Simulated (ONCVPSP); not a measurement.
# Configuration tests for Rb (Z = 37) (ONCV)

```json
{"Element": "rubidium", "Generator": "ONCVPSP 4.0.1", "Type": "optimised norm-conserving Vanderbilt (ONCV)", "Functional": "PBEsol", "Relativity": "scalar-relativistic", "Frozen core": "[Ar] 3d10", "Valence charge": "9", "Reference configuration": "4s2 4p6 5s1", "Partial waves": "4s+5s: rc 2.20 bohr, ncon 4, nbas 8, qcut 4.7 1/bohr, 2 projectors; 4p: rc 2.40 bohr, ncon 4, nbas 8, qcut 6.8 1/bohr, 3 projectors, debl 2.7 Ha; d scattering state at 0.03 Ha: rc 2.45 bohr, ncon 4, nbas 7, qcut 3.9 1/bohr, 2 projectors, debl 0.5 Ha", "Local potential": "polynomial inside 2.10 bohr (lpopt 4, dvloc0 3 Ha)", "Core correction": "none"}
```

Energies are relative to the spin-unpolarised reference configuration 4s2 4p6 5s1; without spin polarisation the order of configurations can differ from experiment.

| valence configuration | charge | ΔE all-electron (eV) | error AE − PS (meV) |
| --- | --- | --- | --- |
| 4s2 4p6 5s0.5 | +0.5 | 1.561 | -0.1 |
| 4s2 4p5 5s1 | +1 | 21.149 | -10 |

Task: What are ΔE and the potential's error for 4s2 4p6 5s0 5p1?

Result: ΔE = 1.493 eV all-electron; the error (AE − PS) is 0.0 meV.

Task: What are ΔE and the potential's error for 4s2 4p6 5s0?

Result: ΔE = 4.069 eV all-electron; the error (AE − PS) is -0.2 meV.
